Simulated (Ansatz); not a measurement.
Consider the formal loss of a carbene: `FC(F)Br` → `FBr` + `[CH]F`.

Isolated molecules relaxed with PBE0-D4/def2-TZVP in Ansatz; ΔE leaves out vibrations. CCSD(T)/CBS adds triple-zeta CCSD(T) − MP2 to the extrapolated MP2 energy (def2 sets, frozen cores). This one scheme is used for every species. DFT in def2-TZVPP. B3LYP here is the variant with VWN-RPA as its local correlation; programs differ in this. HSE06 is defined as in plane-wave codes. For Br outer-core shells are correlated without core-valence functions, which leaves a few kJ/mol of doubt a bond. Scalar relativity is left out up to krypton.

```tsv
level	ΔE (kJ/mol)	difference from CCSD(T)/CBS
LDA (SPW92)	615.8	80.5
PBE-D4	548.0	12.7
revPBE-D4	532.3	-3.0
BLYP-D4	508.2	-27.1
r2SCAN-D4	567.8	32.5
PBE0-D4	564.5	29.2
B3LYP-D4	528.4	-6.9
r2SCANh-D4	571.7	36.4
r2SCAN0-D4	577.4	42.1
HSE06-D4	564.8	29.5
BHLYP-D4	543.5	8.2
CAM-B3LYP-D4	540.2	4.9
ωB97X-V	540.5	5.2
ωB97M-V	533.3	-2.0
B2PLYP	534.3	-1.0
PBE-QIDH	574.4	39.1
PBE	542.9	7.6
revPBE	516.0	-19.3
BLYP	496.7	-38.6
r2SCAN	566.7	31.4
B3LYP	520.1	-15.2
r2SCANh	570.5	35.2
r2SCAN0	576.1	40.8
HSE06	560.9	25.6
BHLYP	537.3	2.0
CAM-B3LYP	535.9	0.6
LC-ωPBE	553.8	18.5
RPA@PBE/def2-TZVPP	491.0	-44.3
HF/def2-SVP	530.9	-4.4
MP2/def2-SVP	581.5	46.2
CCSD/def2-SVP	544.1	8.8
CCSD(T)/def2-SVP	544.3	9.0
MP2/def2-TZVPP	569.8	34.5
SCS-MP2/def2-TZVPP	542.2	6.9
CCSD/def2-TZVPP	531.5	-3.8
CCSD(T)/def2-TZVPP	533.2	-2.1
SCS-MP2/def2-QZVPP	541.1	5.8
HF/CBS(def2)	501.0	-34.3
MP2/CBS(def2)	571.9	36.6
CCSD/CBS(def2)	533.5	-1.8
CCSD(T)/CBS	535.3	0
```

Largest T1 diagnostic among the species: 0.018.

The D4 term adds +8.3 kJ/mol with B3LYP and +4.2 kJ/mol with PBE0; it sums over pairs of atoms, weighted by their polarisabilities, and B3LYP, whose exchange is more repulsive, gets the larger term. From r2SCAN to r2SCAN0 (25 % exact exchange), in def2-TZVPP and without D4, ΔE moves by +9.4 kJ/mol. In def2-TZVPP, CCSD(T) changes the Hartree–Fock value by +26.0 kJ/mol (the triples alone add +1.8 kJ/mol) and MP2 by +62.5 kJ/mol.
